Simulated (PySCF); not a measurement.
Fluorine: a sound run and one with changed settings

Sound run: F²⁺ [He] 2s2 2p3, F³⁺ [He] 2s2 2p2. Computed with PySCF 2.14 in x2c-TZVPall, with scalar relativity by spin-free X2C-1e. In the sound run the correlated levels freeze 1s2. The sound run starts from symmetry-adapted Hartree-Fock orbitals and uses a fine grid where one is needed.

Changed run: initial guess minao, at most 50 SCF cycles.

```
species   method  sound run (hartree)  changed run (hartree)  converged
    F²⁺      UHF            -97.69681              -97.69681        yes
    F²⁺     BP86            -97.89256              -97.89256        yes
    F²⁺  CCSD(T)            -97.80936              -97.80936        yes
    F³⁺    M06-L            -95.59426              -95.59426        yes
    F³⁺      MP2            -95.48549              -95.48549        yes
```

Here the plain start reaches the same solutions.
